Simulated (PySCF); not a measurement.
Isomers of C6H8O2. Method: TDDFT wB97X-D/def2-SVPD, vertical, gas phase, core orbitals frozen in the response (PySCF 2.14.0, density-fitted response routines). Geometries: GFN2-xTB; one conformer of each isolated species. Triplets are in the Tamm–Dancoff approximation.

A. `C(=C)([C@H]1CC(=O)O1)C`
B. `CC1=COC=C(C)O1`
C. `O=C1CCC(=O)CC1`
D. `COC[C@H]1C=CC1=O`

Lowest singlet levels (six at most, fewer where fewer were computed) with oscillator strengths:

1. 4.42 eV (f 0.003); 5.23 eV (f 0.015); 6.29 eV (f 0.000); 6.31 eV (f 0.000); 6.77 eV (f 0.001); 6.82 eV (f 0.053); T1 3.35 eV
2. 4.39 eV (f 0.000); 4.39 eV (f 0.000); 6.60 eV (f 0.002); 6.61 eV (f 0.000); 7.34 eV (f 0.038); 7.35 eV (f 0.006); T1 3.87 eV
3. 6.00 eV (f 0.000); 7.34 eV (f 0.361); 7.45 eV (f 0.010); 7.58 eV (f 0.026); 8.03 eV (f 0.002); 8.12 eV (f 0.044); T1 4.57 eV
4. 3.99 eV (f 0.000); 5.94 eV (f 0.108); 6.12 eV (f 0.018); 6.77 eV (f 0.001); 6.96 eV (f 0.001); 7.59 eV (f 0.024); T1 3.58 eV

Task: Match each spectrum to its molecule.

Result: 1 = B, 2 = C, 3 = A, 4 = D.
- A: S1 at 6.00 eV, HOMO-1→LUMO+1 (79%), HOMO→LUMO+1 (15%); Löwdin shares by element: HOMO carbon 71% or more, oxygen 5% or more (atoms not listed hold the other 24%); LUMO carbon 57% or more, hydrogen 12% or more (atoms not listed hold the other 31%); HOMO -9.54 and LUMO 1.73 eV.
- B: S1 at 4.42 eV, HOMO→LUMO (99%); Löwdin shares by element: HOMO oxygen 43%, carbon 25% or more (atoms not listed hold the other 32%); LUMO carbon 68% or more (atoms not listed hold the other 31%); HOMO -7.21 and LUMO 2.02 eV; point group C2v, 2 of its 6 listed states under f = 0.0005.
- C: S1 at 4.39 eV, HOMO→LUMO+1 (26%), HOMO-1→LUMO (26%), HOMO→LUMO (23%); Löwdin shares by element: HOMO oxygen 63%, carbon 12% or more (atoms not listed hold the other 26%); LUMO carbon 38% or more, oxygen 30% (atoms not listed hold the other 32%); HOMO -9.41 and LUMO 0.94 eV; point group D2, 3 of its 6 listed states under f = 0.0005.
- D: S1 at 3.99 eV, HOMO→LUMO (94%); Löwdin shares by element: HOMO oxygen 54% or more, carbon 39% or more; LUMO carbon 67% or more, oxygen 18% or more; HOMO -9.32 and LUMO 0.20 eV.
B and C have S1 within 0.04 eV of each other; their strongest listed levels stand at 6.82 eV (f 0.053) and 7.34 eV (f 0.038).
